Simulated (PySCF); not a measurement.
# Bonding in `C=NC(=O)CO[SiH3]`

Species: C3H7NO2Si.
Atom-mapped SMILES: `[CH2:1]=[N:2][C:3](=[O:4])[CH2:5][O:6][SiH3:7]` (hydrogens: H8, H9 on C1; H10, H11 on C5; H12, H13, H14 on Si7)

Geometry (GFN2-xTB, Å), atoms numbered from 1 in this order:
```
atom  x, y, z in Å
C1     2.9432    0.0001    0.4152
N2     1.8547    0.6008    0.3142
C3     0.5785    0.2726    0.0425
O4     0.0685    0.2973   -1.0511
C5    -0.2560    0.0454    1.3063
O6    -1.5783   -0.1609    1.0276
Si7   -2.3914   -0.1466   -0.3957
H8     3.8220    0.5705    0.6876
H9     3.0685   -1.0686    0.2434
H10   -0.1396    0.9235    1.9576
H11    0.1580   -0.8281    1.8341
H12   -2.0304   -1.2415   -1.2915
H13   -2.4088    1.1534   -1.0559
H14   -3.6895   -0.4184    0.2236
```

Bond orders from the PBE0/pcSseg-1 density (PySCF). Geometry: GFN2-xTB, one conformer, isolated molecule.

Question: Where do the orders between heavy atoms depart from those drawn in the SMILES?

Answer: The largest departure is 0.124, at C3–O4 (drawn double, 1.876).

Question: Set the Mayer orders of the bonds beside their lengths.

Answer: 
| bond | drawn as | length (Å) | Mayer order |
| --- | --- | --- | --- |
| C1–N2 | double | 1.247 | 1.932 |
| N2–C3 | single | 1.346 | 1.060 |
| C3–O4 | double | 1.207 | 1.876 |
| C3–C5 | single | 1.531 | 0.957 |
| C5–O6 | single | 1.367 | 0.945 |
| O6–Si7 | single | 1.639 | 0.893 |
| C1–H8 | single | 1.083 | 0.941 |
| C1–H9 | single | 1.090 | 0.940 |
| C5–H10 | single | 1.099 | 0.932 |
| C5–H11 | single | 1.101 | 0.927 |
| Si7–H12 | single | 1.460 | 0.921 |
| Si7–H13 | single | 1.458 | 0.922 |
| Si7–H14 | single | 1.464 | 0.917 |

Bonds between the same two heavy elements. C–N: lowest N2–C3 (1.060, 1.346 Å), highest C1–N2 (1.932, 1.247 Å). C–O: lowest C5–O6 (0.945, 1.367 Å), highest C3–O4 (1.876, 1.207 Å).

Question: Sum the orders of all bonds at each heavy atom with more than one neighbour and set the sums beside the valence in the SMILES.

Answer: C1 3.813 (drawn 4), N2 2.992 (drawn 3), C3 3.893 (drawn 4), C5 3.761 (drawn 4), O6 1.838 (drawn 2), Si7 3.653 (drawn 4). Orders between atoms that aren't bonded are not in these sums.

Mayer orders depend on the basis set.

These values come from a run that also computed NMR shieldings. On one thread, Arm Neoverse N1 (aarch64), shared host with 64 logical CPUs at a one-minute load of 62, this took 38 s and 0.73 GiB of memory at its peak.
